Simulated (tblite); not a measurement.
Species: C4H10O2Si2.
Cartesian coordinates in Å at the GFN2-xTB level; atoms count from 1:
```xyz
18
C4H10O2Si2 angstrom
C      2.5234   -0.0173    0.1530
C      1.3462   -0.2643   -0.7788
C      0.0459    0.3062   -0.2224
Si    -0.5825   -0.3323    1.4667
O     -2.1853   -0.0502    1.2546
Si    -2.7931    0.3234   -0.2242
C     -1.1243    0.1400   -1.1757
O     -0.9893   -0.1802   -2.3346
H      2.6580    1.0480    0.3278
H      3.4401   -0.4117   -0.2795
H      2.3557   -0.5018    1.1131
H      1.5459    0.1832   -1.7561
H      1.2217   -1.3379   -0.9349
H      0.1547    1.3942   -0.1145
H     -0.1961    0.4908    2.6044
H     -0.3898   -1.7678    1.6352
H     -3.7538   -0.7088   -0.5747
H     -3.2861    1.6929   -0.1710
```

Level: GFN2-xTB in tblite, geometry and Hessian alike; calculated harmonic values, unscaled, isolated species. The method is semi-empirical: single wavenumbers can be off by several per cent or more. Modes of hydrogen on silicon can be 10 to 20 % off. One conformer, not necessarily the lowest.

Harmonic wavenumbers (cm⁻¹): 55.2, 74.1, 122.5, 153.8, 200.9, 262.5, 292.1, 337.0, 366.3, 400.5, 441.4, 497.1, 544.5, 569.4, 591.6, 632.4, 640.1, 663.5, 748.6, 764.3, 787.6, 799.3, 837.7, 914.6, 951.2, 1000.3, 1038.4, 1080.3, 1122.9, 1160.2, 1227.0, 1271.3, 1339.5, 1415.1, 1498.1, 1501.9, 1505.8, 1724.1, 2302.6, 2314.2, 2325.1, 2348.1, 2878.1, 2964.9, 2987.0, 3024.0, 3031.0, 3036.8.

A = 2173, B = 1182, C = 810.5 MHz; mass 146.022 u (most abundant isotopes); point group C1, symmetry number 1.

**Question.** Zero-point energy?

**Answer.** Half the sum of the wavenumbers: 28372 cm⁻¹ = 339.41 kJ/mol.

**Question.** What is S at 298.15 K and 1 bar for an ideal gas of classical rigid rotors and harmonic oscillators?

**Answer.** Translation 171.01, rotation 123.12, vibration 120.70: S = 414.8 J/(mol K).

**Question.** And Cp and H(298.15 K) − H(0)?

**Answer.** Cp = 171.48 J/(mol K), of which vibrations give 138.22 (their classical limit is 48 R = 399.1); H(298.15 K) − H(0) = 29.81 kJ/mol without the zero-point energy, 19.89 from vibrations.

**Question.** Which modes carry the vibrational entropy at 298.15 K?

**Answer.** 55.2 cm⁻¹: 19.34; 74.1 cm⁻¹: 16.91; 122.5 cm⁻¹: 12.81; 153.8 cm⁻¹: 10.98; 200.9 cm⁻¹: 8.89; 262.5 cm⁻¹: 6.88 J/(mol K); the other 42 give 44.89 together.

**Question.** How do the functions run with temperature in this model?

**Answer.** 
| T (K) | S (J/(mol K)) | Cp (J/(mol K)) | H − H(0) (kJ/mol) | G − H(0) (kJ/mol) | ln q(vib) |
| --- | --- | --- | --- | --- | --- |
| 100 | 288.8 | 75.5 | 5.23 | -23.65 | 1.44 |
| 200 | 356.1 | 124.8 | 15.22 | -56.00 | 3.90 |
| 300 | 415.9 | 172.3 | 30.13 | -94.64 | 6.54 |
| 500 | 522.1 | 244.5 | 72.32 | -188.72 | 11.95 |
| 800 | 652.7 | 310.2 | 156.43 | -365.69 | 19.65 |
| 1000 | 725.1 | 338.3 | 221.44 | -503.63 | 24.36 |

q(vib) and H(0) count from the zero-point level.

Hindered rotation and anharmonicity are outside this model. Other conformers, if any are populated, would add a mixing term that is left out. The structure is chiral; the term R ln 2 for an equal mix with its mirror image is left out.
